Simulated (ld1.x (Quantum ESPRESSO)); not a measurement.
**Zn, TM: configuration errors across variants**

Zn, norm-conserving Troullier–Martins (Kleinman–Bylander form), made with ld1.x (Quantum ESPRESSO) 7.5 (PBEsol, scalar-relativistic). Core [Ar], reference 3d10 4s1 4p1. Waves: 4p (bound): rc 2.80 bohr; 3d (bound): rc 1.00 bohr; 4s (bound): rc 1.80 bohr. Local part: the s channel. Core correction: Bessel-smoothed model core, default radius (core density twice the valence density).

All-electron excitation energies from the reference (eV): (1) 3d10 4s2 4p0 -5.126; (2) 3d10 4s1 4p0 4.773; (3) 3d10 4s0 4p0 23.122; (4) 3d10 4s1.5 4p0 -1.176; (5) 3d9 4s0 4p0 63.630; (6) 3d10 4s0 4p2 5.477; (7) 3d8 4s0 4p0 125.412.

A true bound ghost makes a file unfit for plane-wave use even where its test errors are small: the radial tests pick states by their node count and pass the ghost by.

Errors AE − PS in meV (a dash: test not solved or not reliable):

| change | (1) | (2) | (3) | (4) | (5) | (6) | (7) | bound ghosts |
| --- | --- | --- | --- | --- | --- | --- | --- | --- |
| base | -1.3 | -2.7 | -39 | +0.2 | -444 | -1.8 | -2354 | none |
| all radii but the core radius scaled by about 0.76 (s 1.36, p 2.12, d 0.76 bohr) | +1.1 | -3.1 | -24 | -0.1 | -447 | -0.5 | -2475 | p |
| all radii but the core radius scaled by about 1.16 (s 2.08, p 3.24, d 1.16 bohr) | +1.4 | -3.5 | -41 | +1.0 | -471 | +1.5 | -2326 | none |
| all radii but the core radius scaled by about 1.27 (s 2.28, p 3.56, d 1.26 bohr) | +3.0 | -4.2 | -42 | +1.0 | -520 | +2.4 | -2390 | none |
| all radii but the core radius scaled by about 1.39 (s 2.50, p 3.90, d 1.40 bohr) | +2.8 | -4.1 | -43 | 0.0 | -583 | 0.0 | -2372 | none |

**Question.** Give the same row for: all radii but the core radius scaled by about 0.89 (s 1.60, p 2.48, d 0.88 bohr).

**Answer.** -1.9, -2.7, -36, -0.3, -447, -3.0, -2431; bound ghosts: none.
